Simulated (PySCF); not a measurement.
## Be+ (beryllium, charge +1): UHF calculation

Configuration: [He] 2s1, 2S determinant. All numbers are calculated (PySCF 2.14, the non-relativistic Hamiltonian (point nucleus), in dyall-av2z).

```json
{
  "Total energy": "-14.277064 hartree",
  "One-electron energy": "-17.6105 hartree",
  "Hartree (Coulomb) energy": "5.8404 hartree",
  "Exchange energy": "-2.5070 hartree",
  "Kinetic energy": "14.27542 hartree",
  "⟨S²⟩": "0.7500",
  "⟨L²⟩": "0.000",
  "Sum of ⟨r⟩": "3.112 bohr",
  "Sum of ⟨r²⟩": "6.577 bohr²",
  "Density at the nucleus (Gaussians lack the cusp)": "34.1 bohr⁻³",
  "Spin density at the nucleus": "0.950 bohr⁻³",
  "Langevin diamagnetic susceptibility": "-5.21 ×10⁻⁶ cm³/mol",
  "Time after the integrals": "0.09 s of wall time on 1 thread of Neoverse-V1 (shared host)"
}
```

```csv
shell,electrons,mean orbital energy (eV),"rms radius, mean of both spins (bohr)"
1s α,1,-140.39,0.482
1s β,1,-139.28,0.482
2s α,1,-18.123,2.47
```
